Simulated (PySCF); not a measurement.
A structure optimised at PBE-D3(BJ)/def2-SVP, used in a PySCF frequency run:

```xyz
7

F     -2.8218    -0.2409     1.0888
C     -2.1117     0.0259     0.0000
F     -2.8218    -0.2409    -1.0888
C     -0.8858     0.5102     0.0000
C      0.3482     0.9514     0.0000
Br     1.8873    -0.1887     0.0000
H      0.6345     2.0163     0.0000
```

Write its SMILES, formula and point group.

FC(F)=C=CBr, C3HBrF2, Cs

What are its rotational constants (standard atomic weights)?

7.4248, 0.74977, 0.72604 GHz
